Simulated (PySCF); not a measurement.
## NaGe from Hartree–Fock to correlated methods

State: ⁴Σ⁻ (quartet), unpaired electrons σ ↑, π ↑↑. Set-up: PySCF, no relativity, basis sets Na 6-31G(d,p), Ge 6-31G(d,p). De refers to Na + Ge in their high-spin ground configurations, without counterpoise correction. The functionals are run spin-unrestricted. A positive dipole means Na(−)Ge(+).

```json
{"Level": "UHF", "Re (Å)": "2.778", "ωe (cm⁻¹)": "210", "De (eV)": "0.89", "μ (D)": "-8.41", "CPU s a point (SCF and correlation, without the integrals)": "0.11"}
{"Level": "UHF-MP2", "Re (Å)": "2.748", "ωe (cm⁻¹)": "221", "De (eV)": "1.30", "μ (D)": "n/a", "CPU s a point (SCF and correlation, without the integrals)": "0.2"}
{"Level": "UHF-SCS-MP2", "Re (Å)": "2.752", "ωe (cm⁻¹)": "219", "De (eV)": "1.15", "μ (D)": "n/a", "CPU s a point (SCF and correlation, without the integrals)": "n/a"}
{"Level": "UHF-CCSD", "Re (Å)": "2.755", "ωe (cm⁻¹)": "218", "De (eV)": "1.24", "μ (D)": "n/a", "CPU s a point (SCF and correlation, without the integrals)": "n/a"}
{"Level": "UHF-CCSD(T)", "Re (Å)": "2.755", "ωe (cm⁻¹)": "218", "De (eV)": "1.27", "μ (D)": "n/a", "CPU s a point (SCF and correlation, without the integrals)": "6.9"}
{"Level": "PBE", "Re (Å)": "2.752", "ωe (cm⁻¹)": "199", "De (eV)": "1.35", "μ (D)": "-6.48", "CPU s a point (SCF and correlation, without the integrals)": "0.55"}
{"Level": "revPBE", "Re (Å)": "2.779", "ωe (cm⁻¹)": "195", "De (eV)": "1.28", "μ (D)": "-6.66", "CPU s a point (SCF and correlation, without the integrals)": "0.42"}
{"Level": "r²SCAN", "Re (Å)": "2.735", "ωe (cm⁻¹)": "210", "De (eV)": "1.51", "μ (D)": "-7.32", "CPU s a point (SCF and correlation, without the integrals)": "0.82"}
{"Level": "PBE0", "Re (Å)": "2.734", "ωe (cm⁻¹)": "209", "De (eV)": "1.33", "μ (D)": "-7.16", "CPU s a point (SCF and correlation, without the integrals)": "0.92"}
{"Level": "MN15", "Re (Å)": "2.734", "ωe (cm⁻¹)": "208", "De (eV)": "1.48", "μ (D)": "-7.31", "CPU s a point (SCF and correlation, without the integrals)": "0.89"}
{"Level": "CAM-B3LYP", "Re (Å)": "2.710", "ωe (cm⁻¹)": "211", "De (eV)": "1.14", "μ (D)": "-7.14", "CPU s a point (SCF and correlation, without the integrals)": "1.1"}
{"Level": "B2PLYP", "Re (Å)": "2.740", "ωe (cm⁻¹)": "210", "De (eV)": "1.17", "μ (D)": "-7.33", "CPU s a point (SCF and correlation, without the integrals)": "0.54"}
```

Which functional lies closest to UHF-CCSD(T) in De, which farthest, and by how much do they differ from it?

Closest is revPBE (+2.4 pm in Re, -10.6 % in ωe, +0.01 eV in De against UHF-CCSD(T) in the same basis), farthest r²SCAN (-2.0 pm in Re, -3.7 % in ωe, +0.24 eV in De). CCSD(T) converges more slowly with the basis than the functionals do and binds too weakly in this one, so the order can change at the basis-set limit.

What does a quarter of exact exchange do here, going from PBE to PBE0?

PBE0 less PBE: -1.8 pm in Re, +5.0 % in ωe, -0.02 eV in De. Exact exchange removes part of the self-interaction that spreads semilocal densities, and in most molecules shortens and stiffens the bond and lowers De; so it does here.

What does all correlation do here, going from UHF to UHF-CCSD(T)?

UHF-CCSD(T) less UHF: -2.3 pm in Re, +3.8 % in ωe, +0.38 eV in De. Correlation nearly always deepens the well. The bond shortens, as in weak, metallic or heavy-atom bonds, where dispersion and the correlation of outer-core electrons pull the atoms together.

Correlated steps freeze 10 core orbitals. Correlated levels converge slowly with the basis: in double zeta they bind strong bonds too weakly, by up to about 1 eV, and carry superposition errors of some tenths. Spin–orbit coupling is left out. B2PLYP dipoles, levels and charges come from its SCF part alone. The state was picked by a PBE0 search and need not be the measured ground state.

The whole job (state search and all levels along the bond) took about 2.6 min on 1 thread of Arm Neoverse V2 (shared host), peak memory 0.6 GiB.
